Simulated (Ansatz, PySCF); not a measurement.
Molecule: PbF (charge 0, doublet). 
Geometry from a B3LYP-D3(BJ)/def2-TZVP (Ansatz, a program for electronic structure) optimisation:
```
Pb
F 1 2.0717
```
Charge 0, spin multiplicity 2.

Dipole moments at this geometry, in debye (magnitudes).

```csv
level,program,dipole (D)
HF/def2-TZVPD,PySCF,4.08
SVWN5/def2-TZVPD,Ansatz,3.38
TPSS/def2-TZVPD,PySCF,3.39
M06-L/def2-TZVPD,PySCF,3.43
wB97M-V/def2-TZVPD,Ansatz,3.74
CCSD(T)/def2-SVPD,Ansatz,…
```

Task: Fill in the missing entries.

Result: 
- CCSD(T)/def2-SVPD, dipole (D): 3.82
